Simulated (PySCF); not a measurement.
scandium atom (Sc), doublet; M062X/6-31G in PySCF.

PySCF was given this input:
```python
from pyscf import gto, scf, dft

mol = gto.Mole()
mol.atom = '''
    Sc    0.00000000    0.00000000    0.00000000
'''
mol.basis = '6-31g'
mol.spin = 1
mol.verbose = 4
mol.build()

mf = dft.UKS(mol)
mf.xc = 'm062x'
mf.kernel()
mf.analyze()
```

**Question.** Predict the main parts of the log of this PySCF run.

**Answer.** 
```
PySCF version 2.14.0

[INPUT] verbose = 4
[INPUT] num. atoms = 1
[INPUT] num. electrons = 21
[INPUT] charge = 0
[INPUT] spin (= nelec alpha-beta = 2S) = 1
[INPUT] symmetry False subgroup None
[INPUT] Mole.unit = angstrom
[INPUT] Symbol           X                Y                Z      unit          X                Y                Z       unit  Magmom
[...]
nuclear repulsion = 0
number of shells = 11
number of NR pGTOs = 90
number of NR cGTOs = 27
basis = 6-31g
ecp = {}

******** <class 'pyscf.dft.uks.UKS'> ********
method = UKS
initial guess = minao
damping factor = 0
level_shift factor = 0
DIIS = <class 'pyscf.scf.diis.CDIIS'>
diis_start_cycle = 1
diis_space = 8
diis_damp = 0
SCF conv_tol = 1e-09
SCF conv_tol_grad = None
SCF max_cycles = 50
direct_scf = True
direct_scf_tol = 1e-13
number electrons alpha = 11  beta = 10
XC library pyscf.dft.libxc version 7.1.2
    S. Lehtola, C. Steigemann, M. J. T. Oliveira, and M. A. L. Marques,  SoftwareX 7, 1–5 (2018)
XC functionals = m062x
    Y. Zhao and D. G. Truhlar,  Theor. Chem. Acc. 120, 215 (2008)
    Y. Zhao and D. G. Truhlar,  Theor. Chem. Acc. 120, 215 (2008)
radial grids:
    Treutler-Ahlrichs [JCP 102, 346 (1995); DOI:10.1063/1.469408] (M4) radial grids

becke partition: Becke, JCP 88, 2547 (1988); DOI:10.1063/1.454033
pruning grids: <function nwchem_prune>
grids dens level: 3
symmetrized grids: False
atomic radii adjust function: <function treutler_atomic_radii_adjust>
small_rho_cutoff = 0
Set gradient conv threshold to 3.16228e-05
tot grids = 20640
init E= -760.291630483262

cycle= 1 E= -760.520488934814  delta_E= -0.229  |g|= 0.164  |ddm|= 1.11
cycle= 2 E= -760.543574988037  delta_E= -0.0231  |g|= 0.0307  |ddm|= 0.684
cycle= 3 E= -760.544179015365  delta_E= -0.000604  |g|= 0.00228  |ddm|= 0.0482
cycle= 4 E= -760.544209315579  delta_E= -3.03e-05  |g|= 0.00116  |ddm|= 0.0153
cycle= 5 E= -760.54422266917  delta_E= -1.34e-05  |g|= 0.000562  |ddm|= 0.00912
cycle= 6 E= -760.544226733122  delta_E= -4.06e-06  |g|= 0.000302  |ddm|= 0.00554
cycle= 7 E= -760.544228359979  delta_E= -1.63e-06  |g|= 0.000106  |ddm|= 0.00476
cycle= 8 E= -760.544228539359  delta_E= -1.79e-07  |g|= 7.92e-05  |ddm|= 0.00151
cycle= 9 E= -760.544228589427  delta_E= -5.01e-08  |g|= 7.94e-05  |ddm|= 0.000347
cycle= 10 E= -760.544228030192  delta_E= 5.59e-07  |g|= 7.53e-05  |ddm|= 0.00393
cycle= 11 E= -760.544226708619  delta_E= 1.32e-06  |g|= 6.98e-05  |ddm|= 0.0105
cycle= 12 E= -760.544226625464  delta_E= 8.32e-08  |g|= 6.86e-05  |ddm|= 0.000792
cycle= 13 E= -760.544226474321  delta_E= 1.51e-07  |g|= 6.81e-05  |ddm|= 0.00151
cycle= 14 E= -760.544226510479  delta_E= -3.62e-08  |g|= 6.76e-05  |ddm|= 0.000505
cycle= 15 E= -760.544227062858  delta_E= -5.52e-07  |g|= 6.31e-05  |ddm|= 0.00507
cycle= 16 E= -760.544227883788  delta_E= -8.21e-07  |g|= 5.75e-05  |ddm|= 0.00825
cycle= 17 E= -760.5442298053  delta_E= -1.92e-06  |g|= 5.18e-05  |ddm|= 0.0276
cycle= 18 E= -760.544230014551  delta_E= -2.09e-07  |g|= 3.47e-05  |ddm|= 0.00493
cycle= 19 E= -760.544230445222  delta_E= -4.31e-07  |g|= 9.16e-05  |ddm|= 0.0217
cycle= 20 E= -760.544230439333  delta_E= 5.89e-09  |g|= 0.00012  |ddm|= 0.00033
cycle= 21 E= -760.544230453468  delta_E= -1.41e-08  |g|= 5.7e-05  |ddm|= 0.00258
cycle= 22 E= -760.544230456208  delta_E= -2.74e-09  |g|= 5.21e-05  |ddm|= 0.000529
cycle= 23 E= -760.544230454401  delta_E= 1.81e-09  |g|= 4.73e-05  |ddm|= 0.000441
cycle= 24 E= -760.544230454427  delta_E= -2.57e-11  |g|= 4.79e-05  |ddm|= 4.69e-05
cycle= 25 E= -760.544230454182  delta_E= 2.45e-10  |g|= 5.42e-06  |ddm|= 0.000665
Extra cycle  E= -760.544230454386  delta_E= -2.04e-10  |g|= 5.19e-06  |ddm|= 2.12e-05
converged SCF energy = -760.544230454386  <S^2> = 0.75335781  2S+1 = 2.003355
**** SCF Summaries ****
Total Energy =                        -760.544230454385911
Nuclear Repulsion Energy =               0.000000000000000
One-electron Energy =                -1040.335509569163378
Two-electron Energy =                  279.791279114777467
Two-electron Coulomb Energy =          318.713396976652518
DFT Exchange-Correlation Energy =      -38.922117861875037
**** MO energy ****
                             alpha | beta                alpha | beta
[...]
To work with the spin densities directly, `use mulliken_meta_spin()` only printing them here.

 ** Mulliken spin pop alpha/beta on meta-lowdin orthogonal AOs **
 ** Mulliken Spin Density (per AO)  **
spin_pop of  0 Sc 1s        0.00000
spin_pop of  0 Sc 2s        0.00000
spin_pop of  0 Sc 3s        0.00016
spin_pop of  0 Sc 4s        0.00276
spin_pop of  0 Sc 5s        0.00067
spin_pop of  0 Sc 2px      -0.00000
spin_pop of  0 Sc 2py      -0.00000
spin_pop of  0 Sc 2pz      -0.00000
spin_pop of  0 Sc 3px      -0.00000
spin_pop of  0 Sc 3py      -0.00000
spin_pop of  0 Sc 3pz       0.00000
spin_pop of  0 Sc 4px       0.00000
spin_pop of  0 Sc 4py       0.00000
spin_pop of  0 Sc 4pz      -0.00000
spin_pop of  0 Sc 5px       0.00000
spin_pop of  0 Sc 5py       0.00000
spin_pop of  0 Sc 5pz       0.00000
spin_pop of  0 Sc 3dxy     -0.00247
spin_pop of  0 Sc 3dyz      0.49926
spin_pop of  0 Sc 3dz^2    -0.00076
spin_pop of  0 Sc 3dxz      0.49951
spin_pop of  0 Sc 3dx2-y2    0.00000
spin_pop of  0 Sc 4dxy     -0.00012
spin_pop of  0 Sc 4dyz      0.00052
spin_pop of  0 Sc 4dz^2    -0.00004
spin_pop of  0 Sc 4dxz      0.00052
spin_pop of  0 Sc 4dx2-y2    0.00000
 ** Mulliken Spin Density (per atom)  **
spin density of  0 Sc =      1.00000
 ** Mulliken pop alpha/beta on meta-lowdin orthogonal AOs **
 ** Mulliken pop       alpha | beta **
[...]
In total            11.00000 | 10.00000
 ** Mulliken atomic charges   ( Nelec_alpha | Nelec_beta ) **
charge of  0Sc =      0.00000  (    11.00000     10.00000 )
Dipole moment(X, Y, Z, Debye): -0.00000,  0.00000, -0.00000
```
